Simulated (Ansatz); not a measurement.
Geometry optimisation, DFT PBE-D3(BJ), scalar-relativistic, plane waves, PAW in Ansatz.

Input file:

```yaml
accuracy: low
crystal:
  lattice:
    - [5.241483, 0.0, 0.0]
    - [0.0, 5.241483, 0.0]
    - [0.0, 0.0, 5.241483]
  atoms:
    - { symbol: H, position: [0.6887015, 0.1748477, 0.6603099] }
    - { symbol: H, position: [0.7710785, 0.1667295, 0.5466088] }
    - { symbol: H, position: [0.3029595, 0.009903, 0.4967206] }
    - { symbol: H, position: [0.3114725, 0.0043742, 0.3564466] }
    - { symbol: H, position: [0.2832532, 0.7812138, 1.01293] }
    - { symbol: H, position: [0.3998844, 0.8073922, 0.9388242] }
    - { symbol: H, position: [0.3772497, 0.5728725, 0.5261765] }
    - { symbol: H, position: [0.3799499, 0.5523233, 0.3870713] }
    - { symbol: H, position: [0.9978542, 0.7447603, 0.199702] }
    - { symbol: H, position: [0.9172302, 0.7575848, 0.0851807] }
    - { symbol: H, position: [0.6025926, 0.2858718, 0.2493205] }
    - { symbol: H, position: [0.6105024, 0.3965787, 0.1629421] }
basis:
  ecutwfc: 420.0
kpoints:
  mp_grid: { grid: [1, 1, 1] }
hamiltonian:
  xc: pbe
  dispersion: d3bj
scf:
  occupations: { method: fermi_dirac, width: 0.05 }
  lower_state_search: "off"
relax:
  f_tol: 0.3
  max_steps: 15
  adjacent_minimum: "off"
```

Run as:

```bash
$ ansatz run input.yaml --threads 1 --pin off --max-ram 3072MiB --backend cpu --events-out ev --progress --plain --runs-dir out
```

**Question.** Where does it end, and by what steps?

**Answer.** The run converged. The threshold is loose, so the end isn't yet a minimum. The force dipped under the threshold on the way, but the program's further checks kept it going. Limits of this set-up: coarse k mesh, low accuracy level. After 5 steps the energy has fallen by 0.627 eV; H3 moved furthest, 0.85 Å.

| step | energy less start (eV) | largest force component (eV/Å) | accepted |
| --- | --- | --- | --- |
| 0 | 0.0000 | 0.465 | yes |
| 1 | -0.2984 | 0.148 | yes |
| 2 | -0.4499 | 0.209 | yes |
| 3 | -0.5364 | 0.483 | yes |
| 4 | -0.5926 | 0.324 | yes |
| 5 | -0.6275 | 0.133 | yes |

```xyz
12
Lattice="5.2415 0.0000 0.0000 0.0000 5.2415 0.0000 0.0000 0.0000 5.2415" Properties=species:S:1:pos:R:3
H 4.012 0.770 3.854
H 4.525 0.658 3.318
H 1.088 0.482 2.060
H 1.169 0.434 1.319
H 1.755 4.337 4.870
H 2.424 4.525 4.589
H 1.715 2.833 3.295
H 1.870 2.596 2.602
H 5.136 3.631 1.366
H 4.900 3.669 0.656
H 2.975 1.486 0.919
H 3.250 2.120 0.622
```

Time of the run: 2.5 s on 1 thread of Arm Neoverse V1, on a shared host, peak memory 0.25 GiB.
